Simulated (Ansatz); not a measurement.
System: ZnCl2 (charge -1, doublet). The spin state was set by rule; other spins were not relaxed. 
Geometry from a B3LYP-D3(BJ)/def2-TZVP (Ansatz, a first-principles code) optimisation:
```
Zn
Cl 1 2.3205
Cl 1 2.3205 2 118.40
```
Charge -1, spin multiplicity 2.

Total electronic energies in hartree. Cores are frozen in the correlated levels unless marked. Open shells are spin-unrestricted. Spin-orbit coupling is left out. The frozen core is the preceding noble-gas configuration, with the filled d and f shells of earlier blocks. No relativistic terms. CBS marks a two-point X^-3 extrapolation of the correlation energy; Hartree-Fock from the larger set. The bracket is a focal-point correction in the basis named. The program attaches cautions to a run behind CCSD(T)/STO-3G: large difference.

```json
[
 {"level": "HF/6-31G", "program": "Ansatz", "energy (Eh)": "-2696.59562"},
 {"level": "HF/6-31G*", "program": "Ansatz", "energy (Eh)": "-2696.60882"},
 {"level": "HF/def2-SVP", "program": "Ansatz", "energy (Eh)": "-2696.39886"},
 {"level": "HF/def2-SVPD", "program": "Ansatz", "energy (Eh)": "-2696.45308"},
 {"level": "HF/def2-QZVPP", "program": "Ansatz", "energy (Eh)": "-2697.05267"},
 {"level": "HF/def2-QZVPPD", "program": "Ansatz", "energy (Eh)": "-2697.05323"},
 {"level": "RI-HF/def2-TZVPP", "program": "Ansatz", "energy (Eh)": "-2696.98225"},
 {"level": "RI-HF/def2-QZVPPD", "program": "Ansatz", "energy (Eh)": "-2697.05310"},
 {"level": "PBE0/6-31G*", "program": "Ansatz", "energy (Eh)": "-2699.02463"},
 {"level": "PBE0-D4/def2-TZVP", "program": "Ansatz + dftd4", "energy (Eh)": "-2699.42543"},
 {"level": "BHLYP/def2-TZVPD", "program": "Ansatz", "energy (Eh)": "-2699.94066"},
 {"level": "HSE06-D3(BJ)/def2-TZVPD", "program": "Ansatz + dftd3", "energy (Eh)": "-2699.41361"},
 {"level": "HSE06/def2-TZVPD", "program": "Ansatz", "energy (Eh)": "-2699.41153"},
 {"level": "CAM-B3LYP-D3(BJ)/def2-TZVPD", "program": "Ansatz + dftd3", "energy (Eh)": "-2700.12542"},
 {"level": "PBE-QIDH/def2-TZVPD", "program": "Ansatz", "energy (Eh)": "-2698.98498"},
 {"level": "RPA@PBE/def2-TZVPP", "program": "Ansatz", "energy (Eh)": "-2698.15996"},
 {"level": "MP2/6-31G", "program": "Ansatz", "energy (Eh)": "-2696.87835"},
 {"level": "MP2/def2-SVP", "program": "Ansatz", "energy (Eh)": "-2696.94609"},
 {"level": "RI-MP2/def2-QZVPP", "program": "Ansatz", "energy (Eh)": "-2697.99967"},
 {"level": "SCS-MP2/6-31G*", "program": "Ansatz", "energy (Eh)": "-2697.07237"},
 {"level": "CCSD/6-31G*", "program": "Ansatz", "energy (Eh)": "-2697.11169"},
 {"level": "CCSD(T)/STO-3G", "program": "Ansatz", "energy (Eh)": "-2666.72087"},
 {"level": "RI-MP2/CBS(def2-TZVPPD,def2-QZVPPD)+[CCSD(T)-MP2]/def2-SVPD", "program": "Ansatz", "energy (Eh)": "-2698.0744"}
]
```

Totals of different functionals don't rank their quality; only differences between species are comparable.
